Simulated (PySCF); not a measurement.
# Ionisation energy of Au⁷⁰⁺ by level of theory

Au⁷⁰⁺ [He] 2s2 2p5 (2P) → Au⁷¹⁺ [He] 2s2 2p4 (3P), as a difference of total energies. All numbers are calculated (PySCF 2.14, scalar relativity by spin-free X2C-1e, in an even-tempered Gaussian basis (18 s from 50 bohr⁻², ratio 2.2; 13 p from 65 bohr⁻², ratio 2.2; 5 d from 250 bohr⁻², ratio 2.4; 5 f from 380 bohr⁻², ratio 2.4; 4 g from 570 bohr⁻², ratio 2.4)). Correlated levels: nothing frozen; virtual orbitals above 40 to 60 times the deepest correlated orbital energy dropped. The calculations carry no spin-orbit coupling.

```csv
method,ionisation energy (eV)
UHF,18988.5
LDA,18981.2
PBE,18987.0
PBE0,18987.9
r2SCAN,18993.7
BHandHLYP,18989.5
r2SCANh,18993.3
MP2 (all electrons),18990.4
SCS-MP2 (all electrons),18990.4
```

Spin-orbit coupling is strong in these open shells (close to jj coupling). The scalar numbers leave it out and a first-order estimate fails, so it can dominate the gap to the real levels.

For this ion Breit and QED terms and the two-electron picture change, all absent here, outweigh the differences among the correlated methods.

For comparison: 18400 ± 60 eV (theoretical estimate listed by NIST; NIST Atomic Spectra Database, ionization energies).
